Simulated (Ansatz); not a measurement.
Molecule: sum formula H4BN2O, net charge -1, singlet state. It need not be the lowest isomer of its formula. Whether it binds its extra electron was not tested at this geometry. 
Geometry from a B3LYP-D3(BJ)/def2-TZVP (Ansatz, an electronic-structure program) optimisation:
```
B
N 1 1.3759
H 2 1.0182 1 114.00
O 1 1.4431 2 120.12 3 -179.59
H 4 0.9630 1 103.20 2 0.90
N 1 1.4947 2 130.02 3 -0.98
H 6 1.0092 1 114.36 2 26.43
H 6 1.0121 7 109.54 1 -129.85
```
Charge -1, spin multiplicity 1.

Parts of the frozen-core correlation energy in cc-pVQZ (Ansatz, hartree). Frozen orbitals: 4; correlated occupied orbitals by spin: 12 and 12; virtual: 324 and 324. No spin-orbit coupling. Non-relativistic.

```tsv
term	value
reference (HF)	-210.96065
MP2 opposite-spin	-0.63891
MP2 same-spin	-0.20621
CCSD correlation	-0.85049
(T)	-0.03656
T1 diagnostic	0.012
largest doubles amplitude	0.029
```
